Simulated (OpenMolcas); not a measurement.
Lines of N³⁺: computed and rescaled rates

* Program: OpenMolcas 26.06
* Method: MS-RASPT2, IPEA 0.25 Eh, imaginary shift 0.1 Eh (closed shells correlated: 1s)
* Basis: ANO-RCC-VTZP [4s3p2d1f]
* Scalar Hamiltonian: DKH2, point nucleus
* Active space: 2 electrons in 9 orbitals (RAS2 2s 2p; RAS3 3d, at most 2 electrons)
* State averaging: 2S+1 = 3 even, 3 roots; 2S+1 = 1 even, 7 roots; 2S+1 = 3 odd, 3 roots; 2S+1 = 1 odd, 3 roots
* Spin-orbit coupling: RASSI with atomic mean-field integrals over the reference wave functions, term energies averaged over their components

Rates come from the transition moments of the reference wave functions (E1 and E2 in the length form). At fixed line strength A goes as λ^-3 for E1 and M1 and as λ^-5 for E2, so a rate at the computed wavelength can be rescaled to the measured one. Measured vacuum wavelengths follow from level energies in Moore, Selected Tables of Atomic Spectra, NSRDS-NBS 3, section 4. Branching counts decays inside the model space alone, at computed energies, and the table is only a selection of the E1 lines, drawn from those between levels with measured partners whose computed energy lies within a factor of 1.5 of the measured one.

```json
{"Upper": "2p2 1S0", "Lower": "2s 2p 1P* 1", "Type": "E1", "λ computed (nm)": "94.59", "λ measured (nm)": "95.53", "A computed (s-1)": "2.78e+09", "A rescaled (s-1)": "2.70e+09", "Branching %": "100.0"}
{"Upper": "2s 2p 1P* 1", "Lower": "2s2 1S0", "Type": "E1", "λ computed (nm)": "75.84", "λ measured (nm)": "76.51", "A computed (s-1)": "2.39e+09", "A rescaled (s-1)": "2.33e+09", "Branching %": "100.0"}
{"Upper": "2p2 3P0", "Lower": "2s 2p 3P* 1", "Type": "E1", "λ computed (nm)": "92.06", "λ measured (nm)": "92.37", "A computed (s-1)": "1.80e+09", "A rescaled (s-1)": "1.78e+09", "Branching %": "100.0"}
{"Upper": "2p2 3P2", "Lower": "2s 2p 3P* 2", "Type": "E1", "λ computed (nm)": "92", "λ measured (nm)": "92.32", "A computed (s-1)": "1.35e+09", "A rescaled (s-1)": "1.34e+09", "Branching %": "74.9"}
{"Upper": "2p2 3P1", "Lower": "2s 2p 3P* 2", "Type": "E1", "λ computed (nm)": "92.12", "λ measured (nm)": "92.43", "A computed (s-1)": "7.48e+08", "A rescaled (s-1)": "7.40e+08", "Branching %": "41.5"}
{"Upper": "2p2 3P1", "Lower": "2s 2p 3P* 0", "Type": "E1", "λ computed (nm)": "91.94", "λ measured (nm)": "92.25", "A computed (s-1)": "6.02e+08", "A rescaled (s-1)": "5.96e+08", "Branching %": "33.4"}
{"Upper": "2p2 3P2", "Lower": "2s 2p 3P* 1", "Type": "E1", "λ computed (nm)": "91.88", "λ measured (nm)": "92.2", "A computed (s-1)": "4.52e+08", "A rescaled (s-1)": "4.47e+08", "Branching %": "25.1"}
{"Upper": "2p2 3P1", "Lower": "2s 2p 3P* 1", "Type": "E1", "λ computed (nm)": "92", "λ measured (nm)": "92.31", "A computed (s-1)": "4.51e+08", "A rescaled (s-1)": "4.46e+08", "Branching %": "25.0"}
{"Upper": "2p2 1D2", "Lower": "2s 2p 1P* 1", "Type": "E1", "λ computed (nm)": "172.9", "λ measured (nm)": "171.9", "A computed (s-1)": "2.32e+08", "A rescaled (s-1)": "2.36e+08", "Branching %": "100.0"}
{"Upper": "2s 2p 3P* 1", "Lower": "2s2 1S0", "Type": "E1", "λ computed (nm)": "148.8", "λ measured (nm)": "148.6", "A computed (s-1)": "5.66e+02", "A rescaled (s-1)": "", "Branching %": "100.0"}
```

Spin-changing lines and M1 lines between different terms are not rescaled, since their strength hangs on the term gaps too.

The largest correction is for 2p2 1S0 → 2s 2p 1P* 1 (E1): 2.78e+09 × (94.59 / 95.53)^3 = 2.70e+09 s-1, a factor of 0.97.

The computed rate and branching of 2s 2p 1P* 1 → 2s2 1S0 give the upper level a radiative lifetime of 1.000 / 2.39e+09 s-1 = 4.18e-10 s, counting decays inside the model space alone. The rescaled rate gives about 4.3e-10 s.

No measured rate stands beside these. Rescaling mends the energy factor alone: line strengths can still be far off where a level mixes with configurations outside the active space, and weak or spin-changing lines hang on small mixing coefficients that depend on the term gaps too, so rescaling need not improve them.

Active for correlation alone: 3d; no level in the range computed is led by a configuration that fills it, so any true level of that kind is missing. Measured partners are found by configuration, term and J. A level has none where our copy of the source lacks it or the pairing is in doubt (some pairs that miss far off the trend of their configuration count as doubtful). Levels of configurations outside the active space are missing.

* marks odd parity.
